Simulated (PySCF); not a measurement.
**Basis-set dependence of excited states**

Compound: C₂H₅NO₂Si.
Structure used (PBE0-D3(BJ)/def2-SVP), in Å, numbered top down from 1:
```xyz
11
C2H5NO2Si angstrom
O     -1.2897   -1.4130    0.7536
C     -1.8748   -0.5393    0.1652
C     -1.1507    0.7039   -0.2825
N      0.0914    0.8507   -0.1201
Si     1.2446   -0.2793    0.6193
O      2.7456    0.3703    0.3243
H     -2.9659   -0.6122   -0.0597
H     -1.7682    1.4938   -0.7528
H      1.2749   -1.6188   -0.0175
H      0.9415   -0.3128    2.0797
H      2.7882    1.3310    0.3532
```

TDDFT with PBE0 (PySCF), vertical singlets, core orbitals frozen in the response, spherical d and f functions. Geometry: PBE0-D3(BJ)/def2-SVP, one conformer, isolated molecule.

| basis | functions | diffuse | S1 (eV) | S2 (eV) | S3 (eV) | S4 (eV) | S5 (eV) | LUMO (eV) | α (au) |
| --- | --- | --- | --- | --- | --- | --- | --- | --- | --- |
| 6-31G* | 98 | no | 2.72 | 3.97 | 4.70 | 5.83 | 6.34 | -2.67 | 52.0 |
| def2-SVP | 113 | no | 2.67 | 3.94 | 4.59 | 5.73 | 6.27 | -2.81 | 54.2 |
| 6-31+G* | 122 | yes | 2.67 | 3.93 | 4.62 | 5.76 | 6.26 | -3.02 | 60.7 |
| def2-SVPD | 170 | yes | 2.63 | 3.88 | 4.58 | 5.74 | 6.22 | -3.07 | 65.0 |
| aug-cc-pVDZ | 187 | yes | 2.63 | 3.88 | 4.59 | 5.75 | 6.19 | -3.00 | 66.5 |
| def2-TZVP | 222 | no | 2.64 | 3.89 | 4.63 | 5.76 | 6.25 | -2.97 | 61.5 |
| def2-TZVPD | 279 | yes | 2.62 | 3.87 | 4.61 | 5.74 | 6.21 | -3.03 | 66.1 |

Problem. How much do these states and the polarisability depend on the basis?

Solution. States are compared by their number. Against the largest diffuse basis here (def2-TZVPD, itself not a converged limit), sets without diffuse functions differ by up to 0.10 eV in S1 and 0.13 eV in S5; the smaller diffuse sets differ by up to 0.05 and 0.06 eV. State by state, the largest deviation of a set without diffuse functions is S1 0.10, S2 0.09, S3 0.08, S4 0.08, S5 0.13 eV. The same number needn't mean the same state in each row. Against def2-TZVPD the polarisability deviates by -21% in 6-31G*, -18% in def2-SVP, -8% in 6-31+G*, -2% in def2-SVPD, +1% in aug-cc-pVDZ, -7% in def2-TZVP. A single + in a Pople set puts diffuse functions on heavy atoms only.
